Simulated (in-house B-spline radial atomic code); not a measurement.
Inner-shell binding energies (edges) and X-ray emission energies of free atoms and ions, as differences of relaxed hole-state energies with first-order Breit, QED and recoil terms, without correlation or multiplet splittings, in NIST's listed ground configurations. For neutral atoms such line energies lie within some 1 to 5 eV of tabulated X-ray lines (up to 20 eV for the heaviest). K = 1s, L1 = 2s. A dash marks a subshell that is part filled or wasn't run, or a line left out. Computed with an all-electron radial atomic-structure program (B-spline basis): Dirac-Hartree-Fock, average of the configuration, finite nuclei.

```tsv
ion	configuration	K edge (eV)	L1 edge (eV)
F5+	[He] 2s2	868.29	154.01
Ne5+	[He] 2s2 2p1	?	?
Mg5+	[He] 2s2 2p3	1468.39	211.48
Al5+	[He] 2s2 2p4	?	?
Si5+	[He] 2s2 2p5	1962.84	254.58
```

Problem. Fill in the row of Ne5+.

Solution. K edge (eV): 1049.5; L1 edge (eV): 172.22.

Problem. Fill in the row of Al5+.

Solution. K edge (eV): 1706.15; L1 edge (eV): 232.54.
